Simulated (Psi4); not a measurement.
CH4BClO2 (SMILES COB(O)Cl), singlet, geometry from GFN2-xTB; Psi4 with CCSD(T)/def2-SVP.

Input for Psi4:
```
memory 2 GB

molecule {
0 1
  B     0.08669134    0.20766938    0.07563506
  Cl   -0.21044529   -0.38321066    1.69932691
  O     0.61522169    1.43104300   -0.12854976
  H     0.81847372    1.95622854    0.64513563
  O    -0.24404255   -0.62922218   -0.90773729
  C    -0.08310990   -0.34122200   -2.28590249
  H     0.57423152   -1.09889504   -2.71431678
  H    -1.06408941   -0.39860174   -2.75928580
  H     0.34472362    0.65026800   -2.43255460
}

set basis def2-svp
set freeze_core true

energy('ccsd(t)')
print_variables()
```

Problem. Predict the main parts of the log of this Psi4 run.

Solution. 
```
   => Loading Basis Set <=

    Name: DEF2-SVP
    Role: ORBITAL
    Keyword: BASIS

         ---------------------------------------------------------
                                   SCF
               by Justin Turney, Rob Parrish, Andy Simmonett
                          and Daniel G. A. Smith
                              RHF Reference
         ---------------------------------------------------------

  ==> Geometry <==

    Molecular point group: c1
    Full point group: C1

    Geometry (in Angstrom), charge = 0, multiplicity = 1:

       Center              X                  Y                   Z               Mass
    ------------   -----------------  -----------------  -----------------  -----------------
         B            0.095056836435     0.221138335535    -0.019389168887    11.009305360000
         CL          -0.202079793565    -0.369741704465     1.604302681113    34.968852682000
         O            0.623587186435     1.444511955535    -0.223573988887    15.994914619570
         H            0.826839216435     1.969697495535     0.550111401113     1.007825032230
         O           -0.235677053565    -0.615753224465    -1.002761518887    15.994914619570
         C           -0.074744403565    -0.327753044465    -2.380926718887    12.000000000000
         H            0.582597016435    -1.085426084465    -2.809341008887     1.007825032230
         H           -1.055723913565    -0.385132784465    -2.854310028887     1.007825032230
         H            0.353089116435     0.663736955535    -2.527578828887     1.007825032230

  Running in c1 symmetry.

  Rotational constants: A =      0.27027  B =      0.08438  C =      0.06510 [cm^-1]
  Rotational constants: A =   8102.42480  B =   2529.77821  C =   1951.68871 [MHz]
  Nuclear repulsion =  212.701961213834267

  Charge       = 0
  Multiplicity = 1
  Electrons    = 48
  Nalpha       = 24
  Nbeta        = 24

  ==> Algorithm <==

  SCF Algorithm Type is PK.
  DIIS enabled.
  MOM disabled.
  Fractional occupation disabled.
  Guess Type is SAD.
  Energy threshold   = 1.00e-08
  Density threshold  = 1.00e-08
  Integral threshold = 1.00e-12

  ==> Primary Basis <==

  Basis Set: DEF2-SVP
    Blend: DEF2-SVP
    Number of shells: 44
    Number of basis functions: 94
    Number of Cartesian functions: 99
    Spherical Harmonics?: true
    Max angular momentum: 2

  ==> Integral Setup <==

  Using in-core PK algorithm.
   Calculation information:
      Number of atoms:                   9
      Number of AO shells:              44
      Number of primitives:             86
      Number of atomic orbitals:        99
      Number of basis functions:        94

      Integral cutoff                 1.00e-12
      Number of threads:                 1

  Performing in-core PK
  Using 19940690 doubles for integral storage.
  We computed 431109 shell quartets total.
  Whereas there are 490545 unique shell quartets.

  ==> DiskJK: Disk-Based J/K Matrices <==

    J tasked:                  Yes
    K tasked:                  Yes
    wK tasked:                  No
    Schwarz Cutoff:          1E-12

  Minimum eigenvalue in the overlap matrix is 9.7694863977E-03.
  Reciprocal condition number of the overlap matrix is 1.8307419401E-03.
    Using symmetric orthogonalization.

  ==> Pre-Iterations <==

  SCF Guess: Superposition of Atomic Densities via on-the-fly atomic UHF (no occupation information).

   -------------------------
    Irrep   Nso     Nmo
   -------------------------
     A         94      94
   -------------------------
    Total      94      94
   -------------------------

  ==> Iterations <==

                        Total Energy        Delta E     RMS |[F,P]|

   @RHF iter SAD:  -673.10352235996334   -6.73104e+02   0.00000e+00
   @RHF iter   1:  -673.83441171163111   -7.30889e-01   5.39252e-03 DIIS/ADIIS
   @RHF iter   2:  -673.92049665827676   -8.60849e-02   2.97373e-03 DIIS/ADIIS
[...]
  @RHF Final Energy:  -673.94961300878094
    Total Energy =                       -673.9496130087809433
[...]
     4        -0.760266354404405    2.259e-03    0.011456    0.047706    0.047706    0.133170
     5        -0.760294899798739    8.452e-04    0.011573    0.048541    0.048541    0.133213
     6        -0.760300100394378    2.562e-04    0.011609    0.048821    0.048821    0.133215
     7        -0.760292428458424    8.641e-05    0.011615    0.048874    0.048874    0.133210
     8        -0.760291227339168    2.842e-05    0.011616    0.048889    0.048889    0.133210
     9        -0.760292012039250    9.754e-06    0.011616    0.048892    0.048892    0.133210
    10        -0.760291528572950    3.902e-06    0.011616    0.048892    0.048892    0.133210
    11        -0.760291610380794    1.213e-06    0.011616    0.048891    0.048891    0.133210
    12        -0.760291588156205    3.824e-07    0.011616    0.048891    0.048891    0.133210
    13        -0.760291596529477    1.346e-07    0.011616    0.048891    0.048891    0.133210
    14        -0.760291597946702    4.438e-08    0.011616    0.048891    0.048891    0.133210

    Iterations converged.

    Largest TIA Amplitudes:
              9   2         0.0318077335
              7   2         0.0250426072
             12   2         0.0140382796
              9  10         0.0124078798
              7   4         0.0109736014
              6   8         0.0093402039
              9   4         0.0079706890
             12  10         0.0073647973
              7  10         0.0069024859
              6   6        -0.0064688576

    Largest TIjAb Amplitudes:
     14  14  23  23        -0.0311675424
     14  14  24  24        -0.0310963430
     13  13  23  23        -0.0241169823
      9   9   2   2        -0.0229049428
     12  12   2   2        -0.0224941200
     13  13   2   2        -0.0197149698
     13  13  21  21        -0.0183117338
     14  14  26  26        -0.0178994903
     13  13  28  28        -0.0167034724
      5   5   6   6        -0.0158367490

    SCF energy       (wfn)                    = -673.949613008780943
    Reference energy (file100)                = -673.949613008781171

    Opposite-spin MP2 correlation energy      =   -0.534712805151333
    Same-spin MP2 correlation energy          =   -0.186786260177701
    Singles MP2 correlation energy            =   -0.000000000000000
    MP2 correlation energy                    =   -0.721499065329034
      * MP2 total energy                      = -674.671112074110169

    Opposite-spin CCSD correlation energy     =   -0.589899459880780
    Same-spin CCSD correlation energy         =   -0.170392138065922
    Singles CCSD correlation energy           =    0.000000000000000
    CCSD correlation energy                   =   -0.760291597946702
      * CCSD total energy                     = -674.709904606727832

            **************************
            *                        *
            *        CCTRIPLES       *
            *                        *
            **************************

    Wave function   =    CCSD_T
    Reference wfn   =      RHF

    Nuclear Rep. energy (wfn)                =  212.701961213834267
    SCF energy          (wfn)                = -673.949613008780943
    Reference energy    (file100)            = -673.949613008781171
    CCSD energy         (file100)            =   -0.760291597946702
    Total CCSD energy   (file100)            = -674.709904606727832

    Number of ijk index combinations:              680
    Approx. words needed per explicit thread:         1372000
    Number of threads for explicit ijk threading:    1

    MKL num_threads set to 1 for explicit threading.

    (T) energy                                =   -0.018334474017608
      * CCSD(T) total energy                  = -674.728239080745425

  Variable Map:
  ----------------------------------------------------------------------------
[...]
  Array Variable Map:
  ----------------------------------------------------------------------------
[...]
[...]
```
